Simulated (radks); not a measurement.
Problem. These are the eigenvalues of the occupied orbitals of an atom or ion with whole-number occupations (Ry). All-electron calculation, scalar-relativistic Kohn-Sham, PBE, spin-polarised, spherical densities, finite nucleus; Fermi nuclear charge, rms radius of each element as measured or else 0.836 A^(1/3) + 0.57 fm. Program: a radial shooting solver on a logarithmic mesh with Libxc functionals.

| orbital | eigenvalue |
|---|---|
| 1s up | -236.2635 |
| 1s down | -236.2411 |
| 2s up | -28.42266 |
| 2s down | -28.40033 |
| 2p up | -23.53204 |
| 2p down | -23.50146 |
| 3s up | -7.31238 |
| 3s down | -7.15024 |
| 3p up | -6.09441 |

Which element is it, and in what charge state? The configuration may be excited. Open shells, if any, are filled with parallel spins first.

Solution. Z = 18, argon, charge +5: Ar5+ in [Ne] 3s2 3p1. The list shows which subshells hold electrons but not how many an open one holds; the 1s level, -118.13 hartree, gives Z - s = 15.4 by -(Z - s)^2/2, which with screening and relativity narrows Z to a few neighbours, and the depths of the outer levels then fix element, charge and occupations together.
